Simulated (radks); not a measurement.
All-electron atom: Ir4+ in [Xe] 4f14 5d5.

Calculated with a radial shooting solver on a logarithmic mesh with Libxc functionals: scalar-relativistic Kohn-Sham, SCAN, spin-polarised, spherical densities, finite nucleus; open shells are filled with parallel spins first (spin-orbit coupling, left out, can overturn this in heavy ions); meta-GGA in the generalised Kohn-Sham scheme; Fermi nuclear charge, rms radius 5.4032 fm.

Energy parts (hartree):
| part | energy |
|---|---|
| total | -17823.2798 |
| kinetic | 19808.3670 |
| electron-nucleus | -44094.7821 |
| Hartree | 6809.3380 |
| exchange-correlation | -346.2026 |

Orbitals (lengths in bohr, moments of r in powers of bohr; r(90%) holds 90 % of the orbital's charge):
orbital  occ.  eigenvalue (hartree)  r(90%)      <r^2>
1s up       1             -2801.883  0.0318  0.0004196
1s down     1             -2801.882  0.0318  0.0004196
2s up       1             -492.6053   0.114   0.006413
2s down     1             -492.5951   0.114   0.006413
2p up       3             -428.0965   0.108   0.005363
2p down     3             -428.0865   0.108   0.005363
3s up       1             -116.9941   0.279    0.04140
3s down     1             -116.9904   0.279    0.04140
3p up       3             -98.01804   0.286    0.04240
3p down     3             -98.01318   0.286    0.04240
3d up       5             -77.08241   0.269    0.03521
3d down     5             -77.07286   0.269    0.03521
4s up       1             -26.54714   0.606     0.2020
4s down     1             -26.52796   0.606     0.2020
4p up       3             -20.29406   0.653     0.2303
4p down     3             -20.27598   0.653     0.2301
4d up       5             -12.58551   0.715     0.2648
4d down     5             -12.56415   0.714     0.2642
5s up       1              -5.45092    1.40      1.075
5s down     1              -5.30515    1.38      1.053
4f up       7              -4.05384   0.870     0.3518
4f down     7              -4.02280   0.860     0.3448
5p up       3              -3.83116    1.62      1.413
5p down     3              -3.65549    1.60      1.381
5d up       5              -1.93147    2.18      2.460

The highest occupied level is 5d up at -52.558 eV. Summed over all electrons, <r^2> = 32.85 bohr^2, which gives a Langevin (diamagnetic) susceptibility term of -26 x 10^-6 cm^3/mol. The electron density at the nucleus is 1.947e+06 e/bohr^3 (large components only).

Empty levels of this run are not shown, since the potential may be unsettled where no density lies.
